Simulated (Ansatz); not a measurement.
Mulliken charges of CH5GeO (`C[O][GeH2]`) radical from PBE/def2-TZVPP in Ansatz (PBE0-D4/def2-TZVP geometry).

| atom | x (Å) | y (Å) | z (Å) | charge (e) |
| --- | --- | --- | --- | --- |
| C1 | -0.454 | 1.028 | -0.359 | -0.134 |
| O2 | -0.707 | -0.230 | 0.217 | -0.321 |
| Ge3 | 0.498 | -1.534 | 0.077 | 0.201 |
| H4 | -0.603 | 1.013 | -1.445 | 0.098 |
| H5 | 0.564 | 1.384 | -0.154 | 0.089 |
| H6 | -1.159 | 1.744 | 0.071 | 0.103 |
| H7 | 1.892 | -0.910 | 0.382 | -0.028 |
| H8 | 0.061 | -2.553 | 1.155 | -0.007 |

Q: By hand: the dipole of these point charges (1 e Å = 4.8032 D).

A: Σ q r = (0.206, 0.073, -0.173) e Å, of length 0.279 e Å = 1.34 D.

Q: How does the dipole of the full density compare? (An estimate is asked.)

A: Computed: (0.133, 0.116, -0.106) e Å, 0.99 D; the point charges give 1.35 times that, at 19° from its direction.

Point charges leave out the atoms' own dipoles, such as those of lone pairs, and Mulliken's split depends on the basis, so the two needn't agree.
